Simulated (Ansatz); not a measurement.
Predicting a hybrid from its neighbours: BI3 (boron triiodide)

BI3 has 4 atoms, charge 0, and is taken as a singlet. SMILES: `IB(I)I`. Geometry: relaxed at PBE0-D4/def2-TZVP.

The electronic atomisation energy y, in eV, basis def2-SVP with a core potential; a is the functional's share of exact exchange. Programs: Ansatz 0.2.0.

| functional | program | a | y (eV) |
| --- | --- | --- | --- |
| PBE | Ansatz | 0 | 10.45 |
| r2SCAN | Ansatz | 0 | 10.22 |
| B3LYP | Ansatz | 0.2 | 9.40 |
| PBE0 | Ansatz | 0.25 | 10.10 |
| r2SCAN0 | Ansatz | 0.25 | ? |
| BHLYP | Ansatz | 0.5 | 8.98 |

Problem. Fit y = c + s·a to the known rows and predict r2SCAN0.

Solution. 
1. Means of the 5 rows: a = 0.1900, y = 9.830.
2. Σ(Δa)² = 0.172, Σ(Δa·Δy) = -0.4435, so the slope is -0.4435/0.172 = -2.5785.
3. Intercept: 9.830 − (-2.5785) × 0.1900 = 10.320. The largest residual of the fit is 0.42.
4. r2SCAN0: 10.320 + (-2.5785) × 0.25 = 9.68 eV.

The run gave 9.89 eV, so the prediction is off by -0.21 eV, within the scatter of the fit. Spin-orbit coupling is left out.
